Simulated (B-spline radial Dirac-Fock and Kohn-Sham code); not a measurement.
Kohn-Sham estimates against Dirac-Fock for the levels of Ar⁴⁺

System: argon as Ar⁴⁺ in the configuration 1s2 2s2 2p6 3s2 3p2.

The density-functional columns are spherical, spin-unpolarised Dirac-Kohn-Sham results without Breit or QED terms: −ε is minus the orbital energy of the initial state and ΔSCF the difference of two total energies. The reference in the last column comes from Dirac-Fock ΔSCF + Breit + QED. All numbers are from a B-spline atomic structure program, in eV; a selection of levels is shown. The Kohn-Sham columns are given as differences from the reference.

```csv
level,PBE −ε − DF,PBE ΔSCF − DF,LDA −ε − DF,LDA ΔSCF − DF,Dirac-Fock
K (1s),-92.2,+16.4,-102.3,+6.0,3283.1
L1 (2s),-35.1,-12.1,-36.2,-13.2,400.0
L2 (2p1/2),-23.4,+2.1,-23.5,+2.0,323.0
L3 (2p3/2),-23.5,+1.8,-23.6,+1.7,320.9
M1 (3s),-7.2,+1.4,-7.2,+1.4,88.77
"M2,3 (3p)",-7.3,+0.9,-7.2,+1.0,72.81
```

Values without a named source are computed, but for edge energies of neutral atoms, which are taken from tables.
